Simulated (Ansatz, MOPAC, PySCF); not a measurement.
Pair of molecules: HCl (SMILES Cl) (first 2 atoms) with HBr (SMILES Br); geometry from B3LYP-D3(BJ)/def2-TZVP, rigid monomers moved along the line of their centres of mass till Cl1···H4 is 3.54 Å.
(charge 0, multiplicity 1):
| atom | x (Å) | y (Å) | z (Å) |
|---|---|---|---|
| Cl | 0.5348 | -0.4660 | -0.2256 |
| H | 0.8003 | 0.7857 | -0.1236 |
| Br | 0.0830 | -0.2787 | 4.6971 |
| H | 0.1609 | -0.5614 | 3.2970 |

Interaction energies are E(AB) − E(A) − E(B) at the monomers' geometry in the complex; basis-set methods are counterpoise corrected. Rows marked so take none.

Frozen-core correlation. Filled d and f shells under p-block atoms count as core. CBS: X⁻³ extrapolation of the correlation energy, Hartree–Fock from the larger set. Rows in 6-31G* carry no dispersion term and start afresh at each structure (6-31G* with six Cartesian d functions); the Pople sets are all-electron and without relativity. MP2/6-31G* freezes PySCF's default core, which leaves 3d correlated. The state that AM1 reach isn't checked.

Run with Ansatz (Gaussian basis) for Hartree–Fock, density functionals and correlated methods; MOPAC for AM1 (differences of heats of formation); PySCF for 6-31G* rows, the dispersion terms. Values without a source in brackets are computed.

```csv
level,interaction energy (kcal/mol)
AM1,-0.29
PBE/def2-TZVPPD,?
PBE-D3(BJ)/def2-TZVPPD,-0.99
PBE-D4/def2-TZVPPD,-0.97
r2SCAN/def2-TZVPPD,?
M06-2X/6-31G* (no counterpoise),-0.83
MP2/6-31G* (no counterpoise),-0.78
CCSD(T)/def2-QZVPPD,-0.78
"CCSD(T)/CBS(def2-TZVPPD, def2-QZVPPD)",-0.81
```

Task: Fill in the missing entries.

Result: 
- PBE/def2-TZVPPD, interaction energy (kcal/mol): -0.72
- r2SCAN/def2-TZVPPD, interaction energy (kcal/mol): -0.68

Ansatz is a first-principles code.
